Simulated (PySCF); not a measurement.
TiF₄, SMILES [F][Ti]([F])([F])[F], multiplicity 1.

Geometry optimised at B3LYP-D3(BJ)/def2-SVP. The spin state was assumed, not searched. The isomer is the one that the SMILES or the coordinates give; other isomers of the formula were not compared.

These are PBE/def2-TZVP run with PySCF values and carry that method's errors.

Gas-phase values at a fixed geometry.

Computed frontier levels, gap, dipole moment and polarisability:
The highest occupied level comes out as -10.44 eV and the lowest empty level comes out as -3.98 eV. The orbital gap is 6.46 eV and the dipole moment comes out as 0.00 D. The quadrupole, principal values (traceless, Buckingham form, about the centre of nuclear charge) is 0.00, 0.00, 0.00 D·Å and the mean static polarisability comes out as 31.5 bohr³ (4.66 Å³). The polarisability, principal values is 31.5, 31.5, 31.5 bohr³.
